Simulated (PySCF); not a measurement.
**Correlation energy of N⁺ (nitrogen, charge +1)**

[He] 2s2 2p2, high-spin 3P determinant. Computed with PySCF 2.14 in x2c-SVPall (3s2p1d, 14 functions), with the spin-free X2C one-electron Hamiltonian (Gaussian nucleus). Frozen: 1s2; 4 electrons correlated.

MP2 pair energies summed by pair of shells (mhartree):

```
 pair  energy  share (%)
2s-2p  -31.69       58.4
2s-2s  -17.18       31.7
2p-2p   -5.39        9.9
```

Total MP2 correlation energy: -54.27 mhartree.

Same-spin part -8.76 and opposite-spin part -45.51 mhartree; SCS-MP2 scales them by 1/3 and 6/5 to -57.53 mhartree.

| level | correlation energy (mhartree) |
| --- | --- |
| CCSD | -75.59 |
| (T) | -0.83 |
| CCSD(T) | -76.42 |

Diagnostics: T1 = 0.0055, D1 = 0.0114, largest double amplitude 0.128.

Cost of the coupled-cluster step: 0.08 s of wall time on 1 thread of INTEL(R) XEON(R) PLATINUM 8581C CPU @ 2.10GHz (shared host), for 4 correlated electrons.

Iterations:

```
CC2 = 0
CCSD nocc = (np.int64(3), np.int64(1)), nmo = (13, 13)
frozen orbitals [[0], [0]]
max_cycle = 100
direct = 0
conv_tol = 1e-08
conv_tol_normt = 1e-06
diis_space = 8
diis_start_cycle = 0
Init t2, MP2 energy = -0.0542656837454265
Init E_corr(UCCSD) = -0.0542656837473296
cycle = 1  E_corr(UCCSD) = -0.0681416353480548  dE = -0.0138759516  norm(t1,t2) = 0.0408422
cycle = 2  E_corr(UCCSD) = -0.0724421046745929  dE = -0.00430046933  norm(t1,t2) = 0.0183041
cycle = 3  E_corr(UCCSD) = -0.0756787523992018  dE = -0.00323664772  norm(t1,t2) = 0.00924229
cycle = 4  E_corr(UCCSD) = -0.0755836491593868  dE = 9.51032398e-05  norm(t1,t2) = 0.000959087
cycle = 5  E_corr(UCCSD) = -0.0755953150443034  dE = -1.16658849e-05  norm(t1,t2) = 0.000143204
cycle = 6  E_corr(UCCSD) = -0.0755905498832564  dE = 4.76516105e-06  norm(t1,t2) = 2.24429e-05
cycle = 7  E_corr(UCCSD) = -0.0755929192409364  dE = -2.36935768e-06  norm(t1,t2) = 6.01274e-06
cycle = 8  E_corr(UCCSD) = -0.0755921816079869  dE = 7.37632949e-07  norm(t1,t2) = 2.24697e-06
cycle = 9  E_corr(UCCSD) = -0.0755921402200956  dE = 4.13878913e-08  norm(t1,t2) = 1.7862e-07
cycle = 10  E_corr(UCCSD) = -0.0755921512902819  dE = -1.10701864e-08  norm(t1,t2) = 3.23452e-08
cycle = 11  E_corr(UCCSD) = -0.0755921494039178  dE = 1.88636411e-09  norm(t1,t2) = 7.51355e-09
UCCSD converged
E(UCCSD) = -53.92545757765079  E_corr = -0.07559214940391783
UCCSD(T) correction = -0.000829594654594955
```
